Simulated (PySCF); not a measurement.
FH6NOSi2, SMILES O[SiH2]N[SiH2]F. Geometry: B3LYP-D3(BJ)/def2-SVP. This is a generated structure with no PubChem entry under its InChIKey; it may be hypothetical. Other conformers were not sampled.

Computed equilibrium geometry at B3LYP-D3(BJ)/def2-SVP (PySCF confirms it by a frequency run) as bond lengths and angles (one conformer of several):
Atoms: O1 Si2 N3 Si4 F5 H6 H7 H8 H9 H10 H11. Bonds (Å): O1–Si2 1.666, O1–H6 0.965, Si2–N3 1.748, Si2–H7 1.489, Si2–H8 1.482, N3–Si4 1.725, N3–H9 1.020, Si4–F5 1.634, Si4–H10 1.481, Si4–H11 1.484. Bond angles (°): Si2–O1–H6 117.0, O1–Si2–N3 113.6, O1–Si2–H7 112.1, O1–Si2–H8 104.0, N3–Si2–H7 104.8, N3–Si2–H8 110.1, H7–Si2–H8 112.5, Si2–N3–Si4 128.5, Si2–N3–H9 115.3, Si4–N3–H9 115.3, N3–Si4–F5 111.6, N3–Si4–H10 109.1, N3–Si4–H11 109.5, F5–Si4–H10 106.4, F5–Si4–H11 106.5, H10–Si4–H11 113.7.
Charge 0, spin multiplicity 1.
